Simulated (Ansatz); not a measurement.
`[CH3][Al]([CH3])[N]=C=O` + H₂ → `[CH3][AlH][N]=C=O` + CH₄ at 400 K and 1 bar (hydrogenolysis of the Al–C bond).

Program: Ansatz. Geometries: PBE0-D4/def2-TZVP. ΔE: electronic, gas phase. CCSD(T)/CBS adds triple-zeta CCSD(T) − MP2 to the extrapolated MP2 energy (def2 sets, frozen cores). This one scheme is used for every species. One conformer a species, not always the lowest.

```tsv
species	CCSD(T)/CBS energy (Eh)	H − E (kJ/mol)	S (J/(mol·K))
`[CH3][Al]([CH3])[N]=C=O`	-489.73458	263.6	454.6
H₂	-1.17544	38.0	139.0
`[CH3][AlH][N]=C=O`	-450.45557	179.3	399.1
CH₄	-40.46206	131.3	197.2
```

H − E and S are ideal-gas, rigid-rotor, harmonic terms from PBE0-D4/def2-TZVP, for one conformer and one mirror image of each species. For small species the MP2-based limit differs from directly extrapolated CCSD(T) by up to some mEh (0.8 for H₂); such offsets cancel only in part. 1 Eh = 2625.50 kJ/mol, R = 8.31446 J/(mol·K).

**Question.** By hand: ΔE, ΔH, ΔS and ΔG.

**Answer.** ΔE = (-450.45557) + (-40.46206) − (-489.73458) − (-1.17544) = -0.00761 Eh = -20.0 kJ/mol. Δ(H − E) = 179.3 + 131.3 − 263.6 − 38.0 = 9.0, so ΔH = -11.0 kJ/mol. ΔS = 399.1 + 197.2 − 454.6 − 139.0 = 2.7 J/(mol·K). ΔG = -11.0 − 400 × (2.7)/1000 = -12.1 kJ/mol.

**Question.** By hand: the equilibrium constant, and the temperature at which ΔG would vanish if ΔH and ΔS stayed fixed.

**Answer.** log₁₀ K = −ΔG/(RT ln 10) = 1.6. ΔH and −TΔS have one sign here, so there is no such temperature.

The number of gas molecules stays the same, so ΔS is small and ΔH decides. A doubt of 5 kJ/mol in ΔE shifts log₁₀ K by 0.7 here. Other conformers and mirror images would add mixing entropy, several J/(mol·K) or more a flexible species. Modes under 60 cm⁻¹, often nearly free rotors, make the harmonic entropy too high. These are equilibria of isolated gas molecules and say nothing of rates. Largest T1 diagnostic: 0.015 (customary marks: 0.02 for closed shells, 0.045 for open ones).

ΔS is within the doubt of such terms, so its sign, and with it that verdict, could turn.
